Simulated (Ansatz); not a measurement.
Frontier orbitals of C₂H₈AlNO (`C[N](C)[AlH][OH]`).

```xyz
13

C     0.1653   -1.3661   -0.9061
N     0.0167   -0.1763   -0.1036
C    -0.4162   -0.4705    1.2381
Al    0.3437    1.4429   -0.7470
O     0.1729    2.8411    0.1968
H    -0.7813   -1.9193   -0.9920
H     0.4939   -1.1126   -1.9176
H     0.9071   -2.0556   -0.4776
H    -1.3884   -0.9847    1.2491
H    -0.5224    0.4449    1.8261
H     0.2988   -1.1199    1.7642
H     0.8094    1.6014   -2.2411
H    -0.0994    2.8746    1.1107
```

Total charge 0; spin multiplicity 1. Geometry: relaxed with PBE0-D4/def2-TZVP. It is one conformer, not always the lowest. Basis def2-TZVPP, the Gaussian-basis code of Ansatz.

```csv
functional,HOMO (eV),LUMO (eV)
ωB97X-V,-8.77,1.91
```

**Question.** Give HOMO and LUMO (eV) with LDA (SPW92), PBE, revPBE, BLYP, r2SCAN, B97M-V, PBE0, B3LYP, r2SCANh, r2SCAN0, HSE06 (plane-wave form), BHLYP, CAM-B3LYP, LC-ωPBE, ωB97M-V, HF. (An estimate is asked.)

**Answer.** Computed: 
```json
{"functional": "LDA (SPW92)", "HOMO": "-5.26", "LUMO": "-0.89"}
{"functional": "PBE", "HOMO": "-5.13", "LUMO": "-0.69"}
{"functional": "revPBE", "HOMO": "-5.08", "LUMO": "-0.59"}
{"functional": "BLYP", "HOMO": "-5.03", "LUMO": "-0.59"}
{"functional": "r2SCAN", "HOMO": "-5.35", "LUMO": "-0.32"}
{"functional": "B97M-V", "HOMO": "-5.48", "LUMO": "-0.57"}
{"functional": "PBE0", "HOMO": "-6.39", "LUMO": "0.07"}
{"functional": "B3LYP", "HOMO": "-6.19", "LUMO": "-0.15"}
{"functional": "r2SCANh", "HOMO": "-5.83", "LUMO": "-0.07"}
{"functional": "r2SCAN0", "HOMO": "-6.56", "LUMO": "0.29"}
{"functional": "HSE06 (plane-wave form)", "HOMO": "-5.99", "LUMO": "-0.29"}
{"functional": "BHLYP", "HOMO": "-7.61", "LUMO": "0.78"}
{"functional": "CAM-B3LYP", "HOMO": "-7.77", "LUMO": "0.95"}
{"functional": "LC-ωPBE", "HOMO": "-9.11", "LUMO": "2.05"}
{"functional": "ωB97M-V", "HOMO": "-8.69", "LUMO": "1.59"}
{"functional": "HF", "HOMO": "-9.55", "LUMO": "2.61"}
```

B3LYP here is the variant with VWN-RPA as its local correlation; programs differ in this. LC-ωPBE has ω = 0.4 bohr⁻¹. Positive LUMOs are unbound and depend on the basis.
